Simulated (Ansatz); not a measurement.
`[F][SnH2][AsH2]` + `N[SiH3]` → `[SiH3]N[AsH2]` + `[F][SnH3]` at 500 K and 1 bar (cleavage of the As–Sn bond).

Program: Ansatz. Geometries: PBE0-D4/def2-TZVP. ΔE: electronic, gas phase. CCSD(T)/CBS adds triple-zeta CCSD(T) − MP2 to the extrapolated MP2 energy (def2 sets, frozen cores). This one scheme is used for every species. def2 core potentials past Kr. For As, Sn outer-core shells are correlated without core-valence functions, which leaves a few kJ/mol of doubt a bond. Scalar relativity is left out up to krypton.

```csv
species,CCSD(T)/CBS energy (Eh),H − E (kJ/mol),S (J/(mol·K))
`[F][SnH2][AsH2]`,-2551.25762,121.4,400.8
`N[SiH3]`,-346.80422,161.3,303.9
`[SiH3]N[AsH2]`,-2582.40077,189.6,387.2
`[F][SnH3]`,-315.62493,83.7,298.9
```

H − E and S are ideal-gas, rigid-rotor, harmonic terms from PBE0-D4/def2-TZVP, for one conformer and one mirror image of each species. 1 Eh = 2625.50 kJ/mol, R = 8.31446 J/(mol·K).

Task: By hand: ΔE, ΔH, ΔS and ΔG.

Result: ΔE = (-2582.40077) + (-315.62493) − (-2551.25762) − (-346.80422) = 0.03614 Eh = 94.9 kJ/mol. Δ(H − E) = 189.6 + 83.7 − 121.4 − 161.3 = -9.4, so ΔH = 85.5 kJ/mol. ΔS = 387.2 + 298.9 − 400.8 − 303.9 = -18.6 J/(mol·K). ΔG = 85.5 − 500 × (-18.6)/1000 = 94.8 kJ/mol.

Task: By hand: the equilibrium constant, and the temperature at which ΔG would vanish if ΔH and ΔS stayed fixed.

Result: log₁₀ K = −ΔG/(RT ln 10) = -9.9. ΔH and −TΔS have one sign here, so there is no such temperature.

ΔH outweighs TΔS. A doubt of 5 kJ/mol in ΔE shifts log₁₀ K by 0.5 here. Other conformers and mirror images would add mixing entropy, several J/(mol·K) or more a flexible species. These are equilibria of isolated gas molecules and say nothing of rates. Largest T1 diagnostic: 0.014 (customary marks: 0.02 for closed shells, 0.045 for open ones).
